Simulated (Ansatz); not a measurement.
Ansatz (a program for electronic structure) input (HF/STO-3G):

Ansatz 0.2 input:
```yaml
crystal:
  periodic: [false, false, false]
  atoms:
    - {symbol: Si, position_ang: [-1.53619033, 0.29221664, -0.40696884]}
    - {symbol: As, position_ang: [0.71875004, -0.13014525, 0.20687279]}
    - {symbol: H, position_ang: [-1.78935326, 1.75630085, -0.29774002]}
    - {symbol: H, position_ang: [-2.42810929, -0.40119054, 0.56423249]}
    - {symbol: H, position_ang: [1.29611773, 0.41542681, -1.09383569]}
    - {symbol: H, position_ang: [0.70925816, -1.56677673, -0.30189512]}
basis:
  gaussian:
    orbitals: STO-3G
hamiltonian:
  xc: {name: HF}
magnetization: {spin_polarized: true, initial_magnetization: 1}
relax: {f_tol: 0.003, max_steps: 120}
```

From the output:

```
integrals: 0.00 GiB planned
350 factors; integrals over basis functions are off by at most 8.2e-6 eV
mean field: 0.09 GiB planned
mean field -67951.74550156 eV, -2497.1805878349 hartree, gradient 2.3e-5 eV, S^2 0.752340; 0 other end points of the search recorded, 0 dependent functions left out
the calculation of the forces begins
reference -67951.74550156 eV, -2497.1805878349 hartree; 26, 25 occupied and 5, 6 virtual orbitals, 350 factors
relax step   6: F+E_penalty+E_count = -67951.74550156 eV  Δ(F+E_penalty+E_count) = -3.313e-5 eV  max|allowed force component| = 5.038e-3 eV/Å  Δτ_max = 0.0022 Å  (27 SCF iters, accepted)
these checks for a lower state are left out or cut short: starts, cluster_reference, orbital_swaps, neighbouring_geometries, increment
integrals: 0.00 GiB planned
350 factors; integrals over basis functions are off by at most 8.2e-6 eV
mean field: 0.09 GiB planned
mean field -67951.74550324 eV, -2497.1805878966 hartree, gradient 2.3e-5 eV, S^2 0.752340; 0 other end points of the search recorded, 0 dependent functions left out
the calculation of the forces begins
reference -67951.74550324 eV, -2497.1805878966 hartree; 26, 25 occupied and 5, 6 virtual orbitals, 350 factors
relax step   7: F+E_penalty+E_count = -67951.74550324 eV  Δ(F+E_penalty+E_count) = -1.680e-6 eV  max|allowed force component| = 5.441e-4 eV/Å  Δτ_max = 0.0003 Å  (26 SCF iters, accepted)
integrals: 0.00 GiB planned
350 factors; integrals over basis functions are off by at most 8.2e-6 eV
mean field: 0.09 GiB planned
mean field evaluation 64: about -67951.7455 eV, gradient 2.3e-5 eV
mean field -67951.74550324 eV, -2497.1805878966 hartree, gradient 2.3e-5 eV, S^2 0.752340; 1 other end points of the search recorded, 0 dependent functions left out
the calculation of the forces begins
reference -67951.74550324 eV, -2497.1805878966 hartree; 26, 25 occupied and 5, 6 virtual orbitals, 350 factors
Total energy: -67951.74550324 eV, -2497.1805878966 hartree
Atom 0 at    -1.523547     0.289092    -0.405420 Å, force     0.000108    -0.000032    -0.000001 eV/Å
Atom 1 at     0.671361    -0.133496     0.163368 Å, force    -0.000155     0.000263     0.000544 eV/Å
Atom 2 at    -1.767323     1.691000    -0.278828 Å, force     0.000063     0.000360    -0.000139 eV/Å
Atom 3 at    -2.374588    -0.360125     0.540648 Å, force    -0.000143    -0.000336     0.000139 eV/Å
Atom 4 at     1.264145     0.391703    -1.054909 Å, force     0.000019    -0.000279    -0.000211 eV/Å
Atom 5 at     0.700425    -1.512343    -0.294194 Å, force     0.000109     0.000024    -0.000332 eV/Å
Dipole moment:    -0.175809    -0.084254    -0.341167 e Å
```

The geometry given is a B3LYP-D3(BJ)/def2-TZVP minimum.
